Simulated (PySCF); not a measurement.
Species: C3H12GeOSi.
SMILES with atom numbers: `[CH3:1][O:2][CH2:3][SiH2:4][CH2:5][GeH3:6]` (hydrogens: H7, H8, H9 on C1; H10, H11 on C3; H12, H13 on Si4; H14, H15 on C5; H16, H17, H18 on Ge6)

Structure used (PBE0-D3(BJ)/def2-SVP), in Å, numbered top down from 1:
```xyz
18
C3H12GeOSi angstrom
C      1.8372    1.7924   -0.3273
O      0.7487    1.0220    0.0799
C      1.0943   -0.1461    0.7754
Si    -0.5163   -1.0949    1.0950
C     -1.3604   -1.4828   -0.5345
Ge    -1.6423    0.0356   -1.7517
H      2.5031    1.2327   -1.0139
H      2.4426    2.1336    0.5352
H      1.4483    2.6740   -0.8562
H      1.6190    0.0852    1.7264
H      1.7919   -0.7780    0.1836
H     -1.4123   -0.2635    1.9559
H     -0.1753   -2.3506    1.8401
H     -2.3465   -1.9302   -0.3269
H     -0.7763   -2.2431   -1.0795
H     -0.3640    0.3415   -2.5502
H     -2.1091    1.2876   -0.9906
H     -2.7480   -0.3583   -2.7592
```

Method used: core-valence-separated Tamm–Dancoff BHandHLYP/aug-pcX-1 (pcseg-1 on H, def2-SVPD on Ge, def2-SVPD on Si) in PySCF, non-relativistic, gas phase, PBE0-D3(BJ)/def2-SVP geometry. BHandHLYP without relativity tends to put these K edges a few eV too low, so spacings mean more than positions.

The lowest roots of each edge with f over 0.003 (five at most, numbered afresh; weaker and dark ones are left out), with transition dipoles (au) in the frame of the coordinates:

| root | edge | E (eV) | μx | μy | μz |
| --- | --- | --- | --- | --- | --- |
| 1 | C | 285.51 | -0.0065 | 0.0643 | -0.0154 |
| 2 | C | 285.73 | -0.0569 | -0.0029 | 0.0339 |
| 3 | C | 286.26 | -0.0239 | 0.0048 | -0.0462 |
| 4 | C | 286.26 | 0.0343 | -0.0510 | 0.0325 |
| 5 | C | 286.56 | -0.0512 | -0.0331 | 0.0159 |
| 6 | O | 533.51 | -0.0251 | 0.0157 | -0.0106 |
| 7 | O | 534.03 | 0.0189 | -0.0020 | -0.0001 |
| 8 | O | 534.34 | -0.0126 | -0.0359 | 0.0197 |
| 9 | O | 534.97 | 0.0058 | 0.0147 | -0.0005 |

Q: What are the oscillator strengths?

A: f = (2/3) ΔE |μ|², with ΔE in hartree (27.2114 eV):

```
root  ΔE (Eh)  |μ|² (au)      f  core hole on
   1  10.4924   0.004414  0.031            C5
   2  10.5002   0.004395  0.031            C5
   3  10.5200   0.002729  0.019            C5
   4  10.5200   0.004834  0.034            C3
   5  10.5308   0.003970  0.028            C1
   6  19.6062   0.000989  0.013            O2
   7  19.6254   0.000361  0.005            O2
   8  19.6367   0.001836  0.024            O2
   9  19.6599   0.000250  0.003            O2
```

Q: Molecules are fixed in this frame and the field points along x. What effective strengths 3 f cos²θ do the roots have (θ between field and μ)?

A: root 1 (C5): 0.001, root 2 (C5): 0.068, root 3 (C5): 0.012, root 4 (C3): 0.025, root 5 (C1): 0.055, root 6 (O2): 0.025, root 7 (O2): 0.014, root 8 (O2): 0.006, root 9 (O2): 0.001. Root 2 is the strongest. Averaged over all orientations cos²θ is 1/3, which gives f back. For degenerate partners only the sum has meaning, as the program may mix them freely.

 Relativistic effects, spin–orbit coupling among them, are left out although an element past zinc is present.

Hardware: one thread, Arm Neoverse V1 (aarch64), on a shared host. Cost: 29 s of wall time, 1.1 GiB resident at most.

One conformer stands for the species.
